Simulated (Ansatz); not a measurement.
## Worked example: B(SiH3)3 + C2H5ClGa → B(SiH2)(SiH3)2 + C2H6ClGa

Species: B(SiH3)3, singlet; C2H5ClGa `C[CH2][Ga][Cl]`, doublet; B(SiH2)(SiH3)2, doublet; C2H6ClGa `C[CH2][GaH][Cl]`, singlet. A radical takes H: the energy is the difference in strength between the Si–H bond broken and the Ga–H bond made.

Shapes, held fixed at every level: PBE0-D4/def2-TZVP. Flexible molecules stand in one conformer, not always the lowest. Programs: Ansatz 0.2.0. Electronic energies: no zero-point or thermal term.

At CCSD(T)/def2-TZVPP; 1 Eh = 2625.50 kJ/mol:

| species | energy (Eh) |
| --- | --- |
| B(SiH3)3 | -897.291559 |
| C2H5ClGa | -2462.289275 |
| B(SiH2)(SiH3)2 | -896.666859 |
| C2H6ClGa | -2462.919960 |

Q: Work out ΔE of the reaction at this level.

A: 
1. Products less reactants: (-896.666859) + (-2462.919960) − [(-897.291559) + (-2462.289275)] = -0.005985 Eh = -15.7 kJ/mol.

Other levels give -22.2 (MP2/def2-TZVPP) to -9.7 kJ/mol (B2PLYP/def2-TZVPP). No measured value is set beside it here. Open shells run unrestricted. Relativity is left out for Ga. Outer-core shells of Ga are correlated in most correlated rows, in sets that cover them unevenly.
